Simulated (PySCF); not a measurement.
How methods differ on the excitation energy of Pd⁺

Pd⁺ [Kr] 4d9 (2D) → Pd⁺ [Kr] 4d8 5p1 (high-spin determinant), as a difference of total energies. Computed with PySCF 2.14 in x2c-QZVPPall with one added diffuse shell each of s, p, d, f, g type (14s9p8d5f3g, 143 functions), with the spin-free X2C one-electron Hamiltonian (Gaussian nucleus). Correlated levels: valence: [Kr] frozen; valence and next inner shell: [Ar] 3d10 frozen. The calculations carry no spin-orbit coupling.

```csv
method,excitation energy (cm⁻¹)
UHF,58382
LDA,70285
PBE,67659
PBE0,67151
r2SCAN,65115
MP2 (valence),69859
SCS-MP2 (valence),70131
MP2 (valence and next inner shell),70570
SCS-MP2 (valence and next inner shell),69911
```

A first-order spin-orbit estimate (lowest level to lowest level, LS coupling) adds -0.043 eV.

The determinant of the upper state mixes LS terms, which raises its energy above the lowest term, most at the Hartree-Fock and MP2 levels.
